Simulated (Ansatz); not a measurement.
A made-up structure of MgAlH3Se, singlet:

```
6
angstrom
Al -1.4335 0.6366 -1.0746
Mg 0.7904 -0.3251 0.1724
Se 2.7892 -1.1899 1.2687
H -2.6275 -0.3092 -1.5573
H 1.0945 -0.6531 1.8332
H 2.1297 -1.0026 2.5712
```

It is relaxed with PBE-D4/def2-SVP and then PBE0-D4/def2-TZVP (Ansatz 0.2.0). Atoms count as bonded within 1.22 times the sum of their covalent radii (H–H: 0.88 Å). The end point is not checked to be a true minimum.

(1) Does its bonding change? (A judgement: the text doesn't fix the answer.)

Answers

(1) By the calculation: Yes. Formed: Al1–H5; broken: none.

Where it ends: The first stage lowers the energy by 3.30 eV in 21 steps. It ends as MgAlH₃Se ([SeH][Mg]1[H][AlH]1):
```tsv
atom	x (Å)	y (Å)	z (Å)
Al1	-1.0547	0.0356	-0.8889
Mg2	1.1889	-0.4787	0.2123
Se3	3.3120	-0.9664	1.2595
H4	-2.6363	0.1741	-0.7281
H5	-0.6819	-0.4153	0.8238
H6	2.6148	-1.1927	2.5350
```

Labels in which every atom is bracketed show which atoms are joined, not bond orders.

For scale, one of the runs: PBE0-D4/def2-TZVP relaxation, 135 basis functions, launched by `ansatz run in.yaml --threads 2 --pin off --events-out ev --progress --plain --max-ram 4352MiB`. The run took about 32 s on 2 CPU threads of an Arm Neoverse V2 (shared host).
